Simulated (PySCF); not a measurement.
## A thermochemical cycle for BI

r²SCAN in PySCF with x2c-SVPall on every atom, spin-free X2C, for the lowest determinant that a PBE0 search found; no spin–orbit coupling. BI, a singlet (closed shell), has De = 3.82 eV to neutral atoms, and BI⁺, a doublet (σ ↑), has De = 3.76 eV to B⁺ + I.

At the same level the B atom ionises at 8.84 eV.

Q: What is the adiabatic ionisation energy of the molecule, and does ionisation strengthen or weaken the bond?

A: IE = IE(B) + De(neutral) − De(ion) = 8.84 + 3.82 − 3.76 = 8.90 eV. De changes by -0.06 eV, so ionisation weakens the bond.

These are scalar-relativistic numbers at best; spin–orbit coupling would shift them, the dissociation energy most. For an ion De counts to the pair picked by the measured ionisation energies or electron affinities, which need not be the lowest pair at this level. States were picked by a PBE0 search and need not be the measured ground states.
